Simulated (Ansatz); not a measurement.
Computed with Ansatz on PBE0-D4/def2-TZVP structures; ΔE is electronic, products minus reactants. CCSD(T)/CBS adds triple-zeta CCSD(T) − MP2 to the extrapolated MP2 energy (def2 sets, frozen cores). This one scheme is used for every species, atoms too. For atomizations the MP2-based limit and the directly extrapolated one differ by several kJ/mol either way, and by 10 to 25 for some Ge, Se and Sn compounds, so smaller differences from it don't rank the levels. Functionals use def2-TZVPP. No spin–orbit coupling; open shells (•) take unrestricted orbitals. Spin–orbit coupling would lower the free atoms: a little for Al, C, Si. Each species was taken in one conformer, which may not be the lowest.

Consider the atomization: `CC[N]([AlH2])[SiH3]` → Al• + 2 C• + 10 H• + N• + Si•.

```json
{"level": "r2SCANh-D4", "ΔE (kcal/mol)": "1218.1"}
{"level": "PBE", "ΔE (kcal/mol)": "1220.8"}
{"level": "r2SCAN0", "ΔE (kcal/mol)": "1209.3"}
{"level": "LC-ωPBE", "ΔE (kcal/mol)": "1216.1"}
```

(1) What does CCSD(T)/CBS give? (Best estimate.)

Largest T1 diagnostic among the species: 0.018.

## Answers

(1) The calculation gave: +1226.0 kcal/mol. The listed levels differ from it by -7.9, -5.2, -16.7, -9.9 kcal/mol.

From PBE to PBE0 (25 % exact exchange), in def2-TZVPP and without D4, ΔE moves by −9.3 kcal/mol: exact exchange takes away binding that semilocal exchange gives to molecules. In def2-TZVPP, CCSD(T) changes the Hartree–Fock value by +283.1 kcal/mol (the triples alone add +13.6 kcal/mol) and MP2 by +287.3 kcal/mol; breaking electron pairs costs correlation energy, which Hartree–Fock lacks.
